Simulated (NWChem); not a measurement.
System: C$_{2}$H$_{6}$OSi$_{2}$; SMILES C1=C[SiH2][SiH2]O1

Input file for NWChem:

```
start job
memory heap 200 mb stack 900 mb global 1100 mb
geometry units angstroms noautoz
  C      1.616441    -0.294494     0.000000
  C      1.240019     1.002035     0.000000
  Si    -0.599152     1.311952     0.000000
  Si    -0.913474    -1.010757     0.000000
  O      0.775249    -1.345134     0.000000
  H      2.666955    -0.611451     0.000000
  H      2.023945     1.763617     0.000000
  H     -1.114390     2.025243    -1.210265
  H     -1.114390     2.025243     1.210265
  H     -1.502931    -1.644017    -1.214964
  H     -1.502931    -1.644017     1.214964
end
basis spherical
  * library 6-31g*
end
dft
  xc xcamb88 1.00 lyp 0.81 vwn_5 0.19 hfexch 1.00
  cam 0.33 cam_alpha 0.19 cam_beta 0.46
  iterations 150
  vectors input atomic output neutral.movecs
end
task dft energy
charge 1
dft
  odft
  mult 2
  vectors input atomic output cation.movecs
end
task dft energy
```

The geometry was optimised at PBE0/def2-SVP.

Ions are spin-unrestricted doublets at the neutral geometry; other ion states weren't tried.

Q: What results follow from this input? (CAM-B3LYP/6-31G* (spherical d), vertical spin-unrestricted ions.) Quantities: basis functions; vertical ionisation energy, ΔSCF (eV); −ε(HOMO) (eV).

A: 
```json
{
  "number_of_basis_functions": "90",
  "vertical ionisation energy, ΔSCF (eV)": "8.77",
  "−ε(HOMO) (eV)": "7.93"
}
```
